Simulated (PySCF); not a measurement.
**PySCF run on F2K⁻**

File input.py (PySCF 2.14):

```python
from pyscf import gto, scf

mol = gto.M(
    atom='K 0 0 0; F 2.3367 0 0; F -2.3367 0 0',
    basis='6-31+g*',
    charge=-1,
    spin=0,
    symmetry=True,
    verbose=4,
)
mf = scf.RHF(mol)
mf.kernel()
mf.dip_moment()
print('orbital energies (hartree):', mf.mo_energy[..., max(0, mol.nelec[1]-3):mol.nelec[0]+3].round(4))
```

```bash
$ OMP_NUM_THREADS=1 python input.py
```

The log (some set-up lines and the per-cycle HOMO/LUMO lines with their warnings removed):

```
PySCF version 2.14.0

[INPUT] Symbol           X                Y                Z      unit          X                Y                Z       unit  Magmom
[INPUT]  1 K      0.000000000000   0.000000000000   0.000000000000 AA    0.000000000000   0.000000000000   0.000000000000 Bohr   0.0
[INPUT]  2 F      2.336700000000   0.000000000000   0.000000000000 AA    4.415723035271   0.000000000000   0.000000000000 Bohr   0.0
[INPUT]  3 F     -2.336700000000   0.000000000000   0.000000000000 AA   -4.415723035271   0.000000000000   0.000000000000 Bohr   0.0

nuclear repulsion = 86.6222806423161
point group symmetry = Dooh
symmetry origin: [-4.80096443e-17  0.00000000e+00  0.00000000e+00]
symmetry axis x: [0. 1. 0.]
symmetry axis y: [0. 0. 1.]
symmetry axis z: [1. 0. 0.]
num. orbitals of irrep A1g = 15
num. orbitals of irrep E1gx = 5
num. orbitals of irrep E1gy = 5
num. orbitals of irrep A1u = 13
num. orbitals of irrep E1uy = 9
num. orbitals of irrep E1ux = 9
num. orbitals of irrep E2gx = 2
num. orbitals of irrep E2gy = 2
num. orbitals of irrep E2uy = 1
num. orbitals of irrep E2ux = 1
number of shells = 28
number of NR pGTOs = 141
number of NR cGTOs = 62
basis = 6-31+g*
ecp = {}

******** <class 'pyscf.scf.hf_symm.SymAdaptedRHF'> ********
method = SymAdaptedRHF
initial guess = minao
damping factor = 0
level_shift factor = 0
DIIS = <class 'pyscf.scf.diis.CDIIS'>
SCF conv_tol = 1e-09
SCF max_cycles = 50
Freeze 0 electrons in irreps []
    38 free electrons in irreps A1g E1gx E1gy A1u E1uy E1ux E2gx E2gy E2uy E2ux
Initial guess from minao.
init E= -797.23470693093
cycle= 1 E= -797.941426920648  delta_E= -0.707  |g|= 0.917  |ddm|= 0.986
cycle= 2 E= -798.011840111214  delta_E= -0.0704  |g|= 0.751  |ddm|= 0.893
cycle= 3 E= -798.097369349454  delta_E= -0.0855  |g|= 0.0178  |ddm|= 0.342
cycle= 4 E= -798.097458775216  delta_E= -8.94e-05  |g|= 0.00545  |ddm|= 0.0272
cycle= 5 E= -798.097467007327  delta_E= -8.23e-06  |g|= 0.000908  |ddm|= 0.0057
cycle= 6 E= -798.097467706623  delta_E= -6.99e-07  |g|= 0.000114  |ddm|= 0.00212
cycle= 7 E= -798.097467713781  delta_E= -7.16e-09  |g|= 1.27e-05  |ddm|= 0.000262
cycle= 8 E= -798.097467713896  delta_E= -1.14e-10  |g|= 2.14e-06  |ddm|= 3.03e-05
Extra cycle  E= -798.097467713901  delta_E= -4.77e-12  |g|= 9.33e-07  |ddm|= 4.02e-06
converged SCF energy = -798.097467713901

WARN: System has nonzero charge -1; the dipole moment is origin-dependent.
Location of origin: [0. 0. 0.]

Dipole moment(X, Y, Z, Debye): -0.00000,  0.00000,  0.00000
orbital energies (hartree): [-0.2707 -0.2707 -0.2665  0.069   0.069   0.0732]
```

In short: E(SCF) = -798.097468 Eh, 8 cycles.

It ran on Arm Neoverse N1 (1 thread, shared host) in 1.7 s, peak memory 0.13 GiB.

The dipole of an ion depends on the origin.
